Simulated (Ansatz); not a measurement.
def2 core potentials replace the inner electrons of Sn.

B3LYP has the VWN-RPA correlation part, as in Gaussian. 

Cartesian coordinates (Å):
```xyz
12

C      2.0890    -0.2684    -0.1891
C      0.9075    -0.8631     0.0017
C     -0.3321    -0.5347    -0.7476
Sn    -1.5462     0.7779     0.4573
Cl    -0.5519     2.8877     0.5944
Cl    -3.7158     1.0806    -0.3634
Cl    -1.7382    -0.0396     2.6392
H      2.9610    -0.5418     0.4091
H      2.2254     0.5103    -0.9464
H      0.8118    -1.6239     0.7851
H     -0.1452     0.0227    -1.6772
H     -0.9653    -1.4077    -0.9632
```
Charge 0, spin multiplicity 1.

**Question.** Predict the HOMO–LUMO gap, hole reorganisation energy (four-point), total energy, adiabatic ionisation energy (no zero-point term), HOMO, dipole moment, LUMO and vertical ionisation energy (Delta-SCF) from B3LYP-D3(BJ)/def2-TZVP // PBE0-D3(BJ)/def2-SVP run with Ansatz (a quantum-chemistry and plane-wave program).

**Answer.** 
| Item | Result |
|---|---|
| HOMO–LUMO gap | 4.87 eV |
| hole reorganisation energy (four-point) | 1.124 eV |
| total energy | -1712.5842 Ha |
| adiabatic ionisation energy (no zero-point term) | 8.98 eV |
| HOMO | -7.55 eV |
| dipole moment | 3.63 D |
| LUMO | -2.69 eV |
| vertical ionisation energy (Delta-SCF) | 9.47 eV |
